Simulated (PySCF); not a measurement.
Bond curve of ZnS

Set-up: Zn x2c-SVPall, S x2c-SVPall; spin-free X2C with a Gaussian nucleus (PySCF 2.14). Energies in eV from Zn + S in their ground configurations at the same level. All curves are PBE0. state 1: ¹Σ⁺ (singlet), closed shell; state 2: ³Π (triplet), unpaired electrons σ ↑, π ↑, a second solution, started from another occupation; state 3: Ms = 0 determinant of mixed spin (⟨S²⟩ near 1.0), unpaired electrons σ ↓, π ↑, a second solution, started from another occupation.

```tsv
R (Å)	state 1	state 2	state 3
1.772	-0.023	1.160	1.2650
1.855	-0.631	0.266	0.3690
1.937	-0.956	-0.328	-0.2247
1.999	-1.067	-0.628	-0.5229
2.061	-1.094	-0.832	-0.7243
2.123	-1.061	-0.963	-0.8504
2.205	-0.950	-1.050	-0.9300
2.308	-0.745	-1.062	-0.9282
2.432	-0.454	-0.988	-0.8332
2.597	-0.054	-0.822	-0.6296
```

Put a parabola through the three lowest points of the state 1 curve and estimate Re, k and ωe (reduced mass 21.31 u; 1 eV/Å² = 0.16022 mdyn/Å; ωe = 1302.8·√(k/μ) cm⁻¹).

Through R = 1.999, 2.061, 2.123 Å the second-order coefficient is 7.80 eV/Å², so Re ≈ 2.058 Å, k ≈ 2.50 mdyn/Å and ωe ≈ 446 cm⁻¹. A polynomial fit of higher order to the unrounded PBE0 energies gives Re = 2.055 Å, k = 2.63 mdyn/Å, ωe = 457 cm⁻¹; anharmonicity and rounding make the difference.

The higher-order fit for each curve: state 1: Re = 2.055 Å, ωe = 457 cm⁻¹, De = 1.09 eV; state 2: Re = 2.269 Å, ωe = 314 cm⁻¹, minimum 1.07 eV below the ground-state fragments; state 3: Re = 2.253 Å, ωe = 334 cm⁻¹, minimum 0.94 eV below the ground-state fragments.
